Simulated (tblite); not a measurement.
Parent: `[SiH3:1][CH2:2][S:3][Si@@H:4]([Cl:5])[CH:6]1[CH2:7][CH2:8]1` with Si1–C2–S3–Si4 79°, C2–S3–Si4–Cl5 38°, S3–Si4–C6–C7 99°, C4H11ClSSi2.

Computed geometry: GFN2-xTB, gas phase. One conformer each, not checked by frequencies here.

```json
{"coordinate of the parent": "Si1–C2", "value": "1.904 Å"}
{"coordinate of the parent": "C2–S3", "value": "1.831 Å"}
{"coordinate of the parent": "S3–Si4", "value": "2.142 Å"}
{"coordinate of the parent": "Si4–Cl5", "value": "2.028 Å"}
{"coordinate of the parent": "Si4–C6", "value": "1.873 Å"}
{"coordinate of the parent": "C6–C7", "value": "1.504 Å"}
{"coordinate of the parent": "C7–C8", "value": "1.490 Å"}
{"coordinate of the parent": "C6–C8", "value": "1.504 Å"}
{"coordinate of the parent": "Si1–C2–S3", "value": "113.1°"}
{"coordinate of the parent": "C2–S3–Si4", "value": "102.5°"}
{"coordinate of the parent": "S3–Si4–Cl5", "value": "110.1°"}
{"coordinate of the parent": "S3–Si4–C6", "value": "107.0°"}
{"coordinate of the parent": "Cl5–Si4–C6", "value": "110.5°"}
{"coordinate of the parent": "Si4–C6–C7", "value": "119.4°"}
{"coordinate of the parent": "Si4–C6–C8", "value": "119.2°"}
{"coordinate of the parent": "C7–C6–C8", "value": "59.4°"}
{"coordinate of the parent": "C6–C7–C8", "value": "60.3°"}
{"coordinate of the parent": "C6–C8–C7", "value": "60.3°"}
```

Task: How does the shared frame change in `[F:1][Si@H:2]([S:3][CH2:4][SiH3:5])[CH:6]1[CH2:7][CH2:8]1` with F1–Si2–S3–C4 37°, Si2–S3–C4–Si5 82°, F1–Si2–C6–C7 -70°, C4H11FSSi2? Atoms pair as Si1 = Si5, C2 = C4, S3 = S3, Si4 = Si2, C6 = C6, C7 = C8, C8 = C7 (parent first).

Result: 
```json
{"parent": "Si1–C2", "relative": "Si5–C4", "value in the relative": "1.903 Å", "change": "-0.001"}
{"parent": "C2–S3", "relative": "C4–S3", "value in the relative": "1.833 Å", "change": "+0.002"}
{"parent": "S3–Si4", "relative": "S3–Si2", "value in the relative": "2.131 Å", "change": "-0.011"}
{"parent": "Si4–C6", "relative": "Si2–C6", "value in the relative": "1.866 Å", "change": "-0.007"}
{"parent": "C6–C7", "relative": "C6–C8", "value in the relative": "1.504 Å", "change": "0.000"}
{"parent": "C7–C8", "relative": "C8–C7", "value in the relative": "1.489 Å", "change": "-0.001"}
{"parent": "C6–C8", "relative": "C6–C7", "value in the relative": "1.504 Å", "change": "0.000"}
{"parent": "Si1–C2–S3", "relative": "Si5–C4–S3", "value in the relative": "112.6°", "change": "-0.5"}
{"parent": "C2–S3–Si4", "relative": "C4–S3–Si2", "value in the relative": "101.3°", "change": "-1.2"}
{"parent": "S3–Si4–C6", "relative": "S3–Si2–C6", "value in the relative": "109.0°", "change": "+2.0"}
{"parent": "Si4–C6–C7", "relative": "Si2–C6–C8", "value in the relative": "119.4°", "change": "0.0"}
{"parent": "Si4–C6–C8", "relative": "Si2–C6–C7", "value in the relative": "118.9°", "change": "-0.3"}
{"parent": "C7–C6–C8", "relative": "C8–C6–C7", "value in the relative": "59.3°", "change": "-0.1"}
{"parent": "C6–C7–C8", "relative": "C6–C8–C7", "value in the relative": "60.3°", "change": "0.0"}
{"parent": "C6–C8–C7", "relative": "C6–C7–C8", "value in the relative": "60.3°", "change": "0.0"}
```

Of the parent's bonds, S3–Si4 changes most (-0.011 Å). Bonds of the relative outside the shared frame: F1–Si2 1.620 Å. Point group C1 → C1.
